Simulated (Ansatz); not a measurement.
Frontier orbitals of CH$_{4}$OS$_{2}$W (`[CH3][W]([OH])(=[S])=[S]`).

Charge 0, multiplicity 1. Correlated methods include outer-core shells of W, which these sets cover unevenly. W takes the def2 core potential. Geometry: relaxed with PBE0-D4/def2-TZVP. It is one conformer, not always the lowest. Basis def2-TZVPP, Ansatz 0.2.0.

Orbital energies of one run (eV). Highest occupied ones, from the top: -7.37, -8.18, -8.72, -8.92, -9.64, -9.95, -10.15, -11.44, -12.02, -12.39, -12.46, -15.83, -19.15, -19.59. Empty: -2.52, -2.45, -1.21, -0.87, -0.57, 0.37.

**Question.** Which functional gave them?
A. B3LYP
B. r2SCANh
C. CAM-B3LYP
D. r2SCAN0

**Answer.** D. HOMO energies: r2SCAN0 -7.37, r2SCANh -6.77, B3LYP -6.95, CAM-B3LYP -8.38 eV.

B3LYP here is the variant with VWN-RPA as its local correlation; programs differ in this.
